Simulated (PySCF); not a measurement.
Atoms are numbered as in `[CH2:1]=[CH:2][CH2:3][c:4]1[cH:5][cH:6][cH:7][cH:8][cH:9]1`. Each H is labelled by its parent atom. Ha(C1) is cis to C3; Hb(C1) is trans to C3.

GIAO PBE0/pcSseg-1 shifts (PySCF 2.14.0 with density-fitted response routines, gas phase, non-relativistic, equivalent atoms averaged), each against references optimised in the same way as the molecule (TMS).

On the GFN2-xTB geometry: C2 149.9, C4 146.5, C5/C9 134.4, C6/C8 134.3, C7 131.5, C1 118.6, C3 48.1, H(C6)/H(C8) 7.61, H(C5)/H(C9) 7.50, H(C7) 7.48, H(C2) 6.12, Ha(C1) 5.44, Hb(C1) 5.11, H(C3) 3.38 ppm.

Question: What changes on the PBE0-D3(BJ)/def2-SVP geometry?

Answer: 
| atoms | δ (ppm) | change |
| --- | --- | --- |
| C2 | 147.8 | -2.1 |
| C4 | 144.9 | -1.6 |
| C5/C9 | 134.6 | +0.2 |
| C6/C8 | 133.9 | -0.4 |
| C7 | 132.0 | +0.5 |
| C1 | 123.8 | +5.2 |
| C3 | 44.8 | -3.3 |
| H(C6)/H(C8) | 7.41 | -0.20 |
| H(C5)/H(C9) | 7.36 | -0.14 |
| H(C7) | 7.32 | -0.16 |
| H(C2) | 6.03 | -0.09 |
| Ha(C1) | 5.51 | +0.07 |
| Hb(C1) | 5.41 | +0.30 |
| H(C3) | 3.31 | -0.07 |

Bonds between heavy atoms that differ most (equivalent bonds averaged): C1–C2 1.319 → 1.334 Å, C4–C5 1.389 → 1.399 Å, C5–C6 1.383 → 1.393 Å, C6–C7 1.384 → 1.394 Å, C3–C4 1.506 → 1.512 Å. Mean change of bonds to hydrogen: C–H +0.013 Å. The two structures also differ in conformation, which adds to the changes.
